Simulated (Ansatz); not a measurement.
Reactions of CH₃BrO₂ (`OC(O)Br`).

Program: Ansatz. Geometries: PBE0-D4/def2-TZVP. ΔE: electronic, gas phase. CCSD(T)/CBS adds triple-zeta CCSD(T) − MP2 to the extrapolated MP2 energy (def2 sets, frozen cores). This one scheme is used for every species, atoms too. DFT in def2-TZVPP. No spin–orbit coupling; open shells (•) take unrestricted orbitals. Spin–orbit coupling would lower the free atoms: a little for C, O; clearly for Br. Bonds to Br are less sure, by a few kJ/mol each and by 10 to 20 or more in all where they break to atoms, as the def2 sets lack core-valence functions. Scalar relativity is left out up to krypton. Each species was taken in one conformer, which may not be the lowest.

```json
{"reaction": "`OC(O)Br` + H₂O → `OC(O)O` + HBr", "PBE-D4 (kJ/mol)": "-11", "r2SCAN-D4 (kJ/mol)": "-18", "CCSD(T)/CBS(def2) (kJ/mol)": "-15"}
{"reaction": "`OC(O)Br` + H₂ → `OCO` + HBr", "PBE-D4 (kJ/mol)": "-52", "r2SCAN-D4 (kJ/mol)": "-55", "CCSD(T)/CBS(def2) (kJ/mol)": "-65"}
{"reaction": "`OC(O)Br` + HCl → `OC(Cl)Br` + H₂O", "PBE-D4 (kJ/mol)": "6", "r2SCAN-D4 (kJ/mol)": "11", "CCSD(T)/CBS(def2) (kJ/mol)": "6"}
{"reaction": "`OC(O)Br` + SiH₄ → `OC([SiH3])Br` + H₂O", "PBE-D4 (kJ/mol)": "-30", "r2SCAN-D4 (kJ/mol)": "-27", "CCSD(T)/CBS(def2) (kJ/mol)": "-40"}
{"reaction": "`OC(O)Br` → Br• + C• + 3 H• + 2 O•", "PBE-D4 (kJ/mol)": "2559", "r2SCAN-D4 (kJ/mol)": "2479", "CCSD(T)/CBS(def2) (kJ/mol)": "2478"}
```

Largest T1 diagnostic: 0.011, for `OC(O)O`.
